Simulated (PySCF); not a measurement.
A series of substituents X on one scaffold: SiH2Cl-X. All species are isolated molecules in the gas phase. One relaxed conformer stands for each flexible species; it need not be the lowest. Strings in code marks are SMILES.

The numbers are results of PBE-D3(BJ)/def2-TZVP // PBE0-D4/def2-TZVP (PySCF), not measurements. Excitations are Tamm–Dancoff values on a coarser integration grid. The basis has no diffuse functions, so Rydberg states are missing or too high.

```json
[
 {"species": "X = ethyl (`Cl[SiH2]CC` (C–C–Si–Cl torsion 61°))", "S1 oscillator strength": "0.003", "T1 excitation (TDA) (eV)": "6.52"},
 {"species": "X = chloro (`Cl[SiH2]Cl`)", "S1 oscillator strength": "0.007", "T1 excitation (TDA) (eV)": "6.63"},
 {"species": "X = bromo (`Cl[SiH2]Br`)", "S1 oscillator strength": "0.012", "T1 excitation (TDA) (eV)": "5.96"},
 {"species": "X = iodo (`Cl[SiH2]I`)", "S1 oscillator strength": "0.009", "T1 excitation (TDA) (eV)": "4.83"},
 {"species": "X = carboxy (`Cl[SiH2]C(O)=O` (Si–C–O–H torsion -180°, O–C–Si–Cl torsion 179°))", "S1 oscillator strength": "0.005", "T1 excitation (TDA) (eV)": "4.20"},
 {"species": "X = methylthio (`CS[SiH2]Cl` (C–S–Si–Cl torsion 64°))", "S1 oscillator strength": "0.010", "T1 excitation (TDA) (eV)": "4.87"},
 {"species": "X = boryl (`B[SiH2]Cl`)", "S1 oscillator strength": "0.024", "T1 excitation (TDA) (eV)": "2.87"},
 {"species": "X = hydroxymethyl", "S1 oscillator strength": "0.006", "T1 excitation (TDA) (eV)": "5.92"},
 {"species": "X = germyl", "S1 oscillator strength": "0.010", "T1 excitation (TDA) (eV)": "5.37"},
 {"species": "X = selanyl (`Cl[SiH2][SeH]` (Cl–Si–Se–H torsion 72°))", "S1 oscillator strength": "0.005", "T1 excitation (TDA) (eV)": "4.83"},
 {"species": "X = carbamoyl", "S1 oscillator strength": "0.005", "T1 excitation (TDA) (eV)": "4.00"},
 {"species": "X = isocyano (`[C-]#[N+][SiH2]Cl`)", "S1 oscillator strength": "0.015", "T1 excitation (TDA) (eV)": "4.85"}
]
```
